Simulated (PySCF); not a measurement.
Spectrum to structure. The calculation used TDDFT PBE0/def2-SVPD, vertical, gas phase, core orbitals frozen in the response in PySCF. Geometries: GFN2-xTB, one conformer each.

| state | E (eV) | λ (nm) | f |
| --- | --- | --- | --- |
| S1 | 5.31 | 233.3 | 0.0023 |
| S2 | 6.51 | 190.3 | 0.095 |
| S3 | 6.71 | 184.8 | 0.016 |
| S4 | 6.92 | 179.2 | 0.110 |
| S5 | 7.02 | 176.6 | 0.021 |
| S6 | 7.42 | 167.1 | 0.011 |

Question: Which structure fits? All have the formula C6H9N.
A. `C=CN1CC=CC1`
B. `C=C[C@H]1CCC=N1`
C. `[H]/N=C/C=C\C=C/C`

Answer: B. Its S1, at 5.31 eV, is the highest among the candidates; the nearest of the others has S1 at 4.61 eV. S1 is HOMO→LUMO (76%), HOMO-1→LUMO (15%). Löwdin shares by element: HOMO nitrogen 43%, carbon 29% or more (atoms not listed hold the other 28%); LUMO carbon 50% or more, nitrogen 24% (atoms not listed hold the other 26%). At the same level the other candidates give, for their lowest levels:
- `[H]/N=C/C=C\C=C/C`: 4.23 eV (f 0.001); 4.75 eV (f 0.753); 6.08 eV (f 0.173); 6.37 eV (f 0.004); 6.41 eV (f 0.001); T1 2.60 eV; HOMO -6.61, LUMO -1.65 eV
- `C=CN1CC=CC1`: 4.61 eV (f 0.016); 5.18 eV (f 0.040); 5.80 eV (f 0.003); 5.97 eV (f 0.022); 6.01 eV (f 0.320); T1 3.92 eV; HOMO -5.48, LUMO 0.21 eV
Triplets come from the Tamm–Dancoff approximation.
